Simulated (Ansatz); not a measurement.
Be₂Te₃. The state is a singlet with charge 0. Geometry PBE0-D4/def2-SVP, basis def2-TZVP, Ansatz.

```xyz
5

Be   -0.4797   -0.6468    1.0374
Be   -0.0438   -0.2063   -1.2962
Te    1.1221    1.6819   -0.9288
Te    0.6234    1.1626    1.7918
Te   -1.2221   -1.9914   -0.6041
```

```csv
run,HOMO (eV),LUMO (eV)
A,-6.03,-2.73
B,-5.30,-3.35
C,-5.08,-3.43
D,-6.78,-1.92
```

In the def2 sets Te takes a core potential; there is no spin–orbit coupling. The structure comes from a short search, and lower isomers may exist.

The runs used BHLYP, PBE, PBE0, r2SCAN. Estimate which is which.

A PBE0 (25 % exact exchange); B r2SCAN (0 % exact exchange); C PBE (0 % exact exchange); D BHLYP (50 % exact exchange). Exact exchange lowers occupied and raises empty levels; among semilocal functionals meta-GGAs tend to open the gap a little, and such runs are hard to tell apart. The gap grows from 1.65 eV (PBE) to 4.86 eV (BHLYP).
